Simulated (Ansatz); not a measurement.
**Relaxing a trial structure of AlH6Si2Sn+**

The starting geometry of this gas-phase singlet is a saddle point at B3LYP-D3(BJ)/def2-SVP, pushed by 0.25 Å along its imaginary mode.

```
atom    x (Å)    y (Å)    z (Å)
  Al  -1.1205  -2.5361   1.1858
  Si   1.9214  -0.5206  -1.2596
  Si   1.4744  -1.6217   0.7120
  Sn  -0.7396  -0.9410  -1.1631
   H  -1.7181  -1.7556   2.4187
   H  -1.2788  -4.0118   0.6377
   H   2.5521  -1.3166  -2.3612
   H   2.2572   0.9279  -1.1648
   H   1.8785  -3.0428   0.8056
   H   1.4940  -0.8033   1.9620
```

**Question.** Predict what becomes of its bonds when it is optimised with B3LYP-D3(BJ)/def2-SVP.

**Answer.** A new bond forms, giving a structure with H6 bridging Al1 and Sn4, given below by its coordinates. Distances that change by over a tenth: Al1–Si3 (2.79 → 2.50 Å). Contacts that close: Sn4–H6 (3.60 → 2.06 Å).

The energy falls by 0.33 eV over 30 steps:

| step | E − E(last) (eV) |
| --- | --- |
| 1 | 0.334 |
| 4 | 0.328 |
| 7 | 0.327 |
| 11 | 0.319 |
| 14 | 0.257 |
| 17 | 0.058 |
| 20 | 0.006 |
| 24 | 0.000 |
| 27 | 0.000 |
| 30 | 0.000 |

Final geometry (Å):

```xyz
10

Al   -0.7655   -2.3747    1.2470
Si    1.6806   -0.8971   -1.2830
Si    1.3865   -1.1274    0.9945
Sn   -0.9899   -0.7197   -0.9431
H    -1.4358   -3.2712    2.3339
H    -0.8463   -2.7143   -0.4331
H     2.2516   -2.0980   -1.9354
H     2.2451    0.4163   -1.6748
H     1.4797   -2.6070    1.3437
H     1.7148   -0.2285    2.1232
```

Frequencies at the end are all real (lowest 88 cm⁻¹). Atoms past krypton carry core potentials, without spin–orbit terms. Run with Ansatz 0.2.0, 71 s on 2 threads of Intel(R) Xeon(R) 6975P-C (Granite Rapids), on a shared host.
